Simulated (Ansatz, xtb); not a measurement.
# A geometry optimisation of CH2BIn with r2SCAN-D4/def2-SVP

The starting geometry of this gas-phase triplet was built from a drawn formula by distance geometry and a force field; its bonds are those of `[H]/B=[CH]/[In]`.

```yaml
atoms:
  - { symbol: C, position_ang: [-3.2425, 1.8575, 0.2268] }
  - { symbol: B, position_ang: [-3.2611, 0.5320, 0.7357] }
  - { symbol: In, position_ang: [-2.2046, 3.7566, 1.2827] }
  - { symbol: H, position_ang: [-3.6097, -0.3836, 0.3958] }
  - { symbol: H, position_ang: [-3.6714, 2.2623, -0.6796] }
```

Problem. Where would you expect an optimisation with r2SCAN-D4/def2-SVP to take it?

Solution. A new bond forms, giving a structure given below by its coordinates. Distances that change by over a tenth: B2–H4 (1.04 → 1.20 Å). Contacts that close: B2–In3 (3.44 → 2.36 Å).

The energy falls by 1.73 eV over 11 steps:

```json
{"step": "1", "E − E(last) (eV)": "1.731"}
{"step": "2", "E − E(last) (eV)": "0.875"}
{"step": "3", "E − E(last) (eV)": "0.632"}
{"step": "4", "E − E(last) (eV)": "0.377"}
{"step": "5", "E − E(last) (eV)": "0.193"}
{"step": "7", "E − E(last) (eV)": "0.019"}
{"step": "8", "E − E(last) (eV)": "0.015"}
{"step": "9", "E − E(last) (eV)": "0.003"}
{"step": "10", "E − E(last) (eV)": "0.000"}
{"step": "11", "E − E(last) (eV)": "0.000"}
```

Final geometry (Å):

```xyz
5

C    -3.4404    2.0002   -0.1555
B    -3.1740    0.8880    0.6833
In   -2.2681    2.9062    1.5077
H    -3.2547   -0.2762    0.9537
H    -3.8522    2.5066   -1.0277
```

From the same start GFN2-xTB reaches the same bonding as this run.

The end wasn't checked by frequencies. Open shells are spin-unrestricted. The triplet needn't be the ground state. Atoms past krypton carry core potentials, without spin–orbit terms. Run with Ansatz 0.2.0, 39 s on 1 thread of Intel(R) Xeon(R) 6975P-C (Granite Rapids), on a shared host.
